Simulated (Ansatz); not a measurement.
H$_{6}$N$_{3}$Sc, SMILES `[NH2][Sc]([NH2])[NH2]` at its PBE0-D4/def2-TZVP geometry, where that method's forces vanish. Total charge 0; spin multiplicity 1.

```tsv
atom	x (Å)	y (Å)	z (Å)
N1	-0.3005	-0.7899	-1.8060
Sc2	-0.0020	0.0043	-0.0010
N3	1.6432	1.0729	0.3586
N4	-1.3445	-0.2791	1.4466
H5	0.3126	-0.7136	-2.6082
H6	-1.0930	-1.3502	-2.0944
H7	1.8972	1.5149	1.2335
H8	2.3869	1.2738	-0.2985
H9	-2.2067	-0.8052	1.3745
H10	-1.2932	0.0720	2.3949
```

(1) For each bond, give half the difference of the two atoms' forces along it (eV/Å; positive pushes the atoms apart) under PBE-D4, r2SCAN-D4, B3LYP-D4, ωB97M-V in def2-TZVPP. (An estimate is asked.)

## Answers

(1) The calculation gave: 
```csv
bond,length (Å),PBE-D4,r2SCAN-D4,B3LYP-D4,ωB97M-V
N1–Sc2,1.994,-0.13,0.01,0.07,0.06
N1–H5,1.013,0.26,0.02,-0.02,-0.05
N1–H6,1.013,0.26,0.02,-0.03,-0.05
Sc2–N3,1.994,-0.13,0.01,0.07,0.06
Sc2–N4,1.995,-0.13,0.01,0.06,0.06
N3–H7,1.013,0.26,0.02,-0.03,-0.05
N3–H8,1.013,0.26,0.02,-0.03,-0.05
N4–H9,1.013,0.26,0.02,-0.02,-0.05
N4–H10,1.013,0.26,0.02,-0.02,-0.05
```

B3LYP here is the variant with VWN-RPA as its local correlation; programs differ in this.

All numbers were calculated with Ansatz.
